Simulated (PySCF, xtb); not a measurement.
Al(F)(OH)2 (AlFH2O2), SMILES [Al]([F])([OH])[OH].

GFN2-xTB run with xtb at its own geometry gives an orbital gap of 5.59 eV and a dipole moment of 2.66 D.

Geometry optimised at TPSSh-D3(BJ)/def2-SVP. Other conformers were not sampled.

Question: What does HF/def2-TZVPD run with PySCF give? (Estimate from the structure and the level; the computed values follow.)

Answer: gap 14.57 eV (levels -13.78 and 0.79 eV), dipole 2.01 D.
